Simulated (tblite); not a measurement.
Species: H10O3SSi4.
SMILES with atom numbers: `[SiH3:1][O:2][SiH:3]([O:4][SiH3:5])[O:6][SiH2:7][SH:8]` (hydrogens: H9, H10, H11 on Si1; H12 on Si3; H13, H14, H15 on Si5; H16, H17 on Si7; H18 on S8)

Structure optimised with GFN2-xTB, isolated species.

(1) What internal coordinates does the optimisation give?

## Answers

(1) 
| bond | length (pm) | order |
| --- | --- | --- |
| Si1–O2, O4–Si5 | 162.6 | single |
| O2–Si3, Si3–O4 | 161.1 | single |
| Si3–O6 | 161.5 | single |
| O6–Si7 | 161.7 | single |
| Si7–S8 | 214.3 | single |
| Si1–H9 and 5 like bonds | 146.2 | single |
| Si3–H12 | 143.9 | single |
| Si7–H16, Si7–H17 | 145.5 | single |
| S8–H18 | 132.4 | single |

Bonds in one row agree within 1 pm and their mean is given. Orders are formal, as drawn. A selection of angles:
| angle | degrees |
| --- | --- |
| O2–Si1–H9 | 108.0 |
| O2–Si1–H10 | 109.1 |
| O2–Si1–H11 | 101.9 |
| H9–Si1–H10 | 111.2 |
| H9–Si1–H11 | 113.4 |
| Si1–O2–Si3 | 147.3 |
| O2–Si3–O4 | 110.7 |
| O2–Si3–O6 | 107.4 |
| O2–Si3–H12 | 111.5 |
| O4–Si3–O6 | 109.4 |
| O4–Si3–H12 | 109.8 |
| O6–Si3–H12 | 107.9 |
| Si3–O4–Si5 | 146.3 |
| O4–Si5–H13 | 106.4 |
| O4–Si5–H14 | 102.8 |
| O4–Si5–H15 | 110.7 |
| Si3–O6–Si7 | 145.6 |
| O6–Si7–S8 | 109.0 |
| O6–Si7–H16 | 110.6 |
| O6–Si7–H17 | 102.6 |
| S8–Si7–H16 | 107.8 |
| S8–Si7–H17 | 110.4 |
| H16–Si7–H17 | 116.3 |
| Si7–S8–H18 | 95.5 |

Dihedral angles: Si1–O2–Si3–O4 10° (synperiplanar); O2–Si3–O4–Si5 39° (synclinal); O2–Si3–O6–Si7 -60° (synclinal); Si3–O6–Si7–S8 53° (synclinal); H18–S8–Si7–O6 4° (synperiplanar). The mirror-image conformer, all signs reversed, is as good.

Si1 (oxygen-bound silicon) is distorted tetrahedral (angles from 101.9° to 113.4°). Of the pairs four or more bonds apart, O2···H18 is among the closest relative to their van der Waals radii: 2.55 Å, 94 % of the sum of Bondi's values. Si7 (oxygen-bound silicon) is distorted tetrahedral (angles from 102.6° to 116.3°). O6 (siloxane oxygen) is bent (angle 145.6°). Si3 (oxygen-bound silicon) is tetrahedral (angles from 107.4° to 111.5°).

Point group: C1 (no symmetry element, even within 0.4 Å). Its lowest GFN2-xTB frequency is 8 cm⁻¹, too small to tell a flat minimum from a shallow saddle. One conformer, not necessarily the lowest (Si1–O2–Si3–O4 10°, O2–Si3–O4–Si5 39°, O2–Si3–O6–Si7 -60°, Si3–O6–Si7–S8 53°, O6–Si7–S8–H 4°). 3 starts were optimised and ended at 0.00, 0.14 and 0.36 kcal/mol (GFN2-xTB); the lowest of these is shown.

The run took 4.2 s on one thread of an Arm Neoverse N1 (shared host). These figures are those of the optimisation.

The numbers are calculated, not measured.
